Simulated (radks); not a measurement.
Results of a calculation; reference values are marked as such.
Mg+, 11 electrons, occupied as [Ne] 3s1. Code: a radial shooting solver on a logarithmic mesh with Libxc functionals. Model: scalar-relativistic Kohn-Sham, PBE, spin-polarised, spherical densities, finite nucleus; open shells are filled with parallel spins first; Fermi nuclear charge, rms radius 3.057 fm.

Normalised radial functions P(r) = r R(r), r in bohr:

| r | 2s up | 2p up | 2p down |
|---|---|---|---|
| 0.01299 | 0.2274 | 0.0084 | 0.0085 |
| 0.01665 | 0.2781 | 0.0135 | 0.0136 |
| 0.02133 | 0.3356 | 0.0216 | 0.0216 |
| 0.02756 | 0.3999 | 0.0346 | 0.0347 |
| 0.03531 | 0.4626 | 0.0542 | 0.0543 |
| 0.04562 | 0.5197 | 0.0851 | 0.0852 |
| 0.05845 | 0.5555 | 0.1297 | 0.1299 |
| 0.07551 | 0.5548 | 0.1964 | 0.1967 |
| 0.09676 | 0.4973 | 0.2866 | 0.2871 |
| 0.125 | 0.3578 | 0.4104 | 0.4111 |
| 0.1602 | 0.1319 | 0.5603 | 0.5612 |
| 0.2069 | -0.1897 | 0.7376 | 0.7389 |
| 0.2651 | -0.5531 | 0.9127 | 0.9142 |
| 0.3425 | -0.9134 | 1.0650 | 1.0666 |
| 0.4389 | -1.1613 | 1.1459 | 1.1475 |
| 0.5624 | -1.2369 | 1.1294 | 1.1308 |
| 0.7265 | -1.1133 | 1.0015 | 1.0025 |
| 0.931 | -0.8482 | 0.7933 | 0.7933 |
| 1.203 | -0.5275 | 0.5421 | 0.5403 |
| 1.541 | -0.2675 | 0.3187 | 0.3159 |
| 1.991 | -0.1010 | 0.1500 | 0.1474 |
| 2.551 | -0.0285 | 0.0568 | 0.0545 |
| 3.295 | -0.0050 | 0.0148 | 0.0136 |
| 4.223 | -0.0005 | 0.0026 | 0.0023 |
| 5.455 | 0.0000 | 0.0003 | 0.0002 |
| 6.99 | 0.0000 | 0.0000 | 0.0000 |
| 9.029 | 0.0000 | 0.0000 | 0.0000 |
| 11.57 | 0.0000 | 0.0000 | 0.0000 |

2s up: eigenvalue -88.907 eV, 1 radial node at r = 0.179 bohr, <r> = 0.697 bohr, 90 % of the charge inside 1.11 bohr. 2p up: eigenvalue -55.673 eV, 0 radial nodes, <r> = 0.689 bohr, 90 % of the charge inside 1.18 bohr. 2p down: eigenvalue -55.503 eV, 0 radial nodes, <r> = 0.687 bohr, 90 % of the charge inside 1.17 bohr.
